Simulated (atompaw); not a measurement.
An all-electron radial function and its pseudo partner (rubidium (Rb))

Columns: radius, all-electron u(r) and pseudo u(r) of the 5p shell (level -3.60 eV) of rubidium in the configuration [Ar] 3d10 4s2 4p6 4d0 5s0 5p0; PBE, scalar-relativistic, PAW (atompaw) scheme, atompaw 4.2.0.5.

| r (bohr) | all-electron | pseudo |
| --- | --- | --- |
| 0.115 | -0.0687 | -0.0083 |
| 0.231 | 0.0484 | -0.0324 |
| 0.346 | 0.1182 | -0.0693 |
| 0.462 | 0.1002 | -0.1154 |
| 0.577 | 0.0350 | -0.1647 |
| 0.692 | -0.0419 | -0.2124 |
| 0.808 | -0.1117 | -0.2539 |
| 0.923 | -0.1650 | -0.2844 |
| 1.038 | -0.2003 | -0.3017 |
| 1.154 | -0.2187 | -0.3047 |
| 1.269 | -0.2218 | -0.2937 |
| 1.385 | -0.2123 | -0.2702 |
| 1.500 | -0.1929 | -0.2371 |
| 1.615 | -0.1659 | -0.1973 |
| 1.731 | -0.1331 | -0.1533 |
| 1.846 | -0.0968 | -0.1082 |
| 1.962 | -0.0577 | -0.0631 |
| 2.077 | -0.0178 | -0.0197 |
| 2.192 | 0.0225 | 0.0221 |
| 2.308 | 0.0628 | 0.0628 |
| 2.423 | 0.1018 | 0.1018 |
| 2.538 | 0.1396 | 0.1396 |
| 2.654 | 0.1761 | 0.1761 |
| 2.769 | 0.2104 | 0.2104 |
| 2.885 | 0.2431 | 0.2431 |
| 3.000 | 0.2734 | 0.2734 |

Q: How many radial nodes do the two functions have?

A: The all-electron 5p function has n − l − 1 = 3; the pseudo-wave has 1, since 1 lower shell of the same l stays in the valence.

Q: At about which radius was the pseudo-wave matched?

A: 2.45 bohr. The columns agree to 0.0005 from 2.19 bohr on; several derivatives are matched, so the curves merge somewhat inside the radius.

Q: Is the pseudo-wave norm-conserving?

A: No, it belongs to a PAW set: the norm inside the radius is not constrained, and the difference is carried by the augmentation charge.
